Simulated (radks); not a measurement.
The numbers below are computed, except where a source is named.
Ionisation of Eu2+, [Xe] 4f7, to Eu3+, [Xe] 4f6, under several functionals. Dirac Kohn-Sham, spin-unpolarised, spherical densities, finite nucleus; open shells are shared between the two j in proportion to 2j + 1; a radial shooting solver on a logarithmic mesh with Libxc functionals.

| functional | E(Eu2+) (hartree) | Exc (hartree) | IE (eV) | -e(HOMO) (eV) | <r> HOMO (bohr) | IE error (eV) |
|---|---|---|---|---|---|---|
| BLYP | -10851.5637 | -243.7064 | 24.175 | 15.732 | 0.9663 | -0.665 |
| OLYP | -10854.7578 | -247.0756 | 24.645 | 16.090 | 0.9578 | -0.195 |
| PBE | -10850.7549 | -242.9017 | 24.334 | 15.862 | 0.9639 | -0.506 |
| revPBE | -10851.0521 | -243.2039 | 24.266 | 15.794 | 0.9641 | -0.574 |
| AM05 | -10843.6502 | -235.7314 | 24.401 | 15.900 | 0.9616 | -0.439 |
| B86b exchange with PBE correlation | -10851.7301 | -243.8884 | 24.350 | 15.875 | 0.9636 | -0.490 |
| HCTH/407 | -10857.2576 | -249.7054 | 25.204 | 16.568 | 0.9494 | +0.364 |
| exchange-only LDA | -10837.1706 | -229.1648 | 22.959 | 14.573 | 0.9696 | -1.881 |
| PBEsol | -10846.9925 | -239.1004 | 24.374 | 15.888 | 0.9628 | -0.466 |

NIST Atomic Spectra Database: 24.84 eV (semi-empirical). Closest: OLYP. The Delta-SCF values span 2.25 eV, the total energies 20.09 hartree. The highest occupied level is 4f7/2. Spin polarisation and multiplet splitting are left out, so open shells lie too high by an amount that depends on their filling. Sharing an open shell by 2j + 1 raises it above the true ground level by a part of the spin-orbit splitting, which enters the differences from NIST.

Beside tabulated values, note that spin-unpolarised runs miss the spin-polarisation part of the exchange energy of open shells.
